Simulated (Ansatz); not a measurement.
Si30H34, a nanocrystal cut from hexagonal silicon, relaxed as a singlet with RKS PBE-D4/def2-SVP in Ansatz, starting from the GFN2-xTB geometry. Force threshold 0.03 eV/Å.

Single mean-field runs in def2-SVP are fitted with def2-universal-jkfit.

Start:

Cartesian coordinates in Å:
```
Si -2.463 -0.088 3.912
Si -2.301 -1.905 2.471
Si -5.159 0.168 0.875
Si -3.852 -1.758 0.703
Si 1.492 -2.118 3.383
Si -0.080 -2.056 1.648
Si 0.194 -3.868 0.141
Si -2.635 -1.805 -1.305
Si -1.339 -3.733 -1.644
Si 2.391 -3.905 -0.622
Si -0.253 -3.693 -3.709
Si -2.147 1.840 2.652
Si -3.698 1.988 0.883
Si 1.647 1.654 3.564
Si 2.920 -0.282 3.362
Si 0.082 1.888 1.839
Si 0.328 -0.032 0.380
Si -2.473 2.129 -1.116
Si -1.249 0.120 -1.439
Si 4.042 -0.232 1.325
Si 2.585 -0.082 -0.500
Si 2.725 -1.992 -1.900
Si 0.020 0.168 -3.446
Si 1.187 -1.857 -3.681
Si 0.510 3.809 0.513
Si -1.022 3.968 -1.270
Si 2.707 3.739 -0.247
Si 2.889 1.938 -1.706
Si 0.069 4.042 -3.333
Si 1.355 2.101 -3.488
H -3.706 -0.074 4.696
H -1.412 -0.181 4.937
H -2.601 -3.146 3.213
H -6.023 0.146 2.068
H -6.123 0.261 -0.230
H -4.719 -2.951 0.752
H 0.787 -2.219 4.669
H 2.247 -3.376 3.305
H -0.091 -5.119 0.870
H -3.594 -1.696 -2.426
H -2.227 -4.911 -1.578
H 3.309 -3.893 0.527
H 2.742 -5.146 -1.327
H 0.461 -4.951 -3.986
H -1.213 -3.603 -4.817
H -2.347 3.024 3.511
H -4.465 3.239 1.048
H 0.948 1.692 4.856
H 2.506 2.847 3.600
H 3.888 -0.376 4.476
H -3.432 2.204 -2.239
H 4.894 -1.419 1.164
H 4.994 0.888 1.278
H 4.077 -2.028 -2.489
H -0.963 0.264 -4.547
H 1.951 -1.809 -4.944
H 0.323 5.001 1.362
H -1.814 5.200 -1.085
H 3.615 3.543 0.893
H 3.163 5.009 -0.829
H 4.243 1.920 -2.293
H -0.890 4.139 -4.441
H 0.881 5.260 -3.487
H 2.118 2.113 -4.751
```

| step | energy (eV) | largest force component (eV/Å) | SCF passes |
| --- | --- | --- | --- |
| 1 | -236702.8011 | 0.750 | 19 |
| 2 | -236703.4845 | 0.509 | 21 |
| 3 | -236703.6690 | 0.044 | 20 |
| 4 | -236703.6736 | 0.010 | 21 |

Force components are those of the run's own axes.

End:

```xyz
64

Si   -2.436   -0.089    3.893
Si   -2.256   -1.938    2.451
Si   -5.105    0.167    0.873
Si   -3.814   -1.791    0.674
Si    1.479   -2.139    3.386
Si   -0.064   -1.986    1.604
Si    0.169   -3.845    0.187
Si   -2.659   -1.747   -1.377
Si   -1.376   -3.707   -1.602
Si    2.384   -3.878   -0.606
Si   -0.245   -3.655   -3.665
Si   -2.100    1.871    2.635
Si   -3.657    2.023    0.859
Si    1.636    1.675    3.571
Si    2.924   -0.283    3.370
Si    0.092    1.821    1.789
Si    0.314   -0.031    0.362
Si   -2.502    2.083   -1.191
Si   -1.230    0.119   -1.418
Si    4.058   -0.231    1.309
Si    2.509   -0.080   -0.468
Si    2.744   -1.938   -1.887
Si   -0.070    0.171   -3.462
Si    1.202   -1.798   -3.678
Si    0.482    3.783    0.556
Si   -1.062    3.945   -1.231
Si    2.695    3.711   -0.237
Si    2.901    1.881   -1.701
Si    0.070    4.000   -3.294
Si    1.360    2.041   -3.491
H    -3.784   -0.066    4.571
H    -1.371   -0.184    4.958
H    -2.504   -3.217    3.217
H    -5.908    0.138    2.151
H    -6.061    0.263   -0.290
H    -4.708   -3.008    0.714
H     0.730   -2.195    4.696
H     2.276   -3.414    3.252
H    -0.112   -5.098    0.984
H    -3.637   -1.630   -2.523
H    -2.291   -4.909   -1.543
H     3.332   -3.880    0.568
H     2.642   -5.118   -1.427
H     0.537   -4.930   -3.867
H    -1.245   -3.525   -4.787
H    -2.246    3.085    3.523
H    -4.450    3.300    1.020
H     0.889    1.666    4.882
H     2.536    2.886    3.555
H     3.913   -0.379    4.509
H    -3.482    2.157   -2.340
H     4.888   -1.482    1.147
H     4.990    0.955    1.265
H     4.148   -1.943   -2.447
H    -1.076    0.267   -4.585
H     1.973   -1.751   -4.977
H     0.300    4.971    1.472
H    -1.876    5.206   -1.053
H     3.635    3.522    0.929
H     3.058    4.999   -0.934
H     4.303    1.825   -2.263
H    -0.932    4.061   -4.420
H     0.955    5.220   -3.374
H     2.130    2.056   -4.792
```

By distances, no bond broke or formed. The bond that changes most is Si6–Si17, from 2.42 to 2.35 Å (atoms count from 1).

No frequencies were taken in this run, so the end may be a saddle point.

Run time 34 s (4 threads of AMD EPYC 7R13 on a shared host and a share (37 GiB) of an NVIDIA H100 80GB HBM3), peak host memory 1.4 GiB.
